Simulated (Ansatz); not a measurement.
Consider the redistribution: `OCN[SiH3]` + `[OH][AlH][SiH2]O` → `OCN[SiH2]O` + `O[SiH2][AlH2]`.

Isolated molecules relaxed with PBE0-D4/def2-TZVP in Ansatz; ΔE leaves out vibrations. CCSD(T)/CBS adds triple-zeta CCSD(T) − MP2 to the extrapolated MP2 energy (def2 sets, frozen cores). Functionals use def2-TZVPP. B3LYP here is the variant with VWN-RPA as its local correlation; programs differ in this. Each species was taken in one conformer, which may not be the lowest.

```csv
level,ΔE (kcal/mol),difference from CCSD(T)/CBS
PBE-D4,8.0,1.1
r2SCAN-D4,7.5,0.6
PBE0-D4,7.0,0.1
B3LYP-D4,7.4,0.5
ωB97X-V,6.4,-0.5
ωB97M-V,6.3,-0.6
PBE,8.5,1.6
CCSD/def2-TZVPP,6.6,-0.3
CCSD(T)/def2-TZVPP,6.8,-0.1
MP2/CBS(def2),7.3,0.4
CCSD(T)/CBS,6.9,0
```

Largest T1 diagnostic among the species: 0.013.

From PBE to PBE0 (25 % exact exchange), in def2-TZVPP and without D4, ΔE moves by −1.1 kcal/mol. The D4 term adds −0.8 kcal/mol with B3LYP and −0.4 kcal/mol with PBE0; it sums over pairs of atoms, weighted by their polarisabilities, and B3LYP, whose exchange is more repulsive, gets the larger term. In def2-TZVPP, CCSD(T) changes the Hartree–Fock value by +1.2 kcal/mol (the triples alone add +0.2 kcal/mol) and MP2 by +1.6 kcal/mol.
